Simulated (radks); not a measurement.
The numbers below are computed, except where a source is named.
Neutral hydrogen, 1 electrons, occupied as 2p1 (not the ground configuration). Code: a radial shooting solver on a logarithmic mesh with Libxc functionals. Model: Dirac Kohn-Sham, BLYP, spin-unpolarised, spherical densities, point nucleus; open shells are shared between the two j in proportion to 2j + 1. Some entries of the table are withheld. Estimate them.

| orbital | occ. | eigenvalue (Ry) | <r^2> (bohr^2) |
|---|---|---|---|
| 1s1/2 | 0 | (1) | 3.767 |
| 2p1/2 | 0.333333 | (2) | 33.57 |
| 2p3/2 | 0.666667 | (3) | 33.58 |

Answer. 
(1) 1s1/2 eigenvalue (Ry): -0.71977
(2) 2p1/2 eigenvalue (Ry): -0.10290
(3) 2p3/2 eigenvalue (Ry): -0.10290
